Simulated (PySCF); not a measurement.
ZrH₃⁺ + 3 F₂ → ZrF₃⁺ + 3 HF

Level: PBE0 in the def2-TZVP basis family, computed in PySCF with density fitting; scalar-relativistic core potentials for atoms from Rb on, none lighter, no spin–orbit coupling; open shells unrestricted.

```tsv
species	state and structure	E (Eh)	ZPE (kJ/mol)	H(298 K) − H(0) (kJ/mol)	S° (J/(mol K))
ZrH₃⁺	singlet, C3v, Zr–H 1.788 Å (×3); H–Zr–H 105.8° (×3)	-48.44312	41.8	11.8	236.8
F₂	singlet, D∞h, F–F 1.376 Å	-199.40856	6.6	8.7	201.9
ZrF₃⁺	singlet, C3v, Zr–F 1.836 Å (×3); F–Zr–F 110.0° (×3)	-346.35020	16.8	15.5	304.4
HF	singlet, C∞v, H–F 0.920 Å	-100.39188	24.9	8.7	173.6
```

Question: What is the electronic reaction energy?

Answer: At PBE0/def2-TZVP, ΔE = -2250.2 kJ/mol from the differences of the total energies times 2625.5, downhill. 

Question: Add zero-point, thermal and entropy terms for 298.15 K and 1 bar.

Answer: ΔZPE = 29.9 and Δ[H(298) − H(0)] = 3.7 kJ/mol give ΔH° = -2216.6 kJ/mol. ΔS° = -17.3 J/(mol K), so ΔG° = -2216.6 − 298.15 × (-0.0173) = -2211 kJ/mol.

The structures come from searches over a few start shapes, so lower isomers are not excluded.
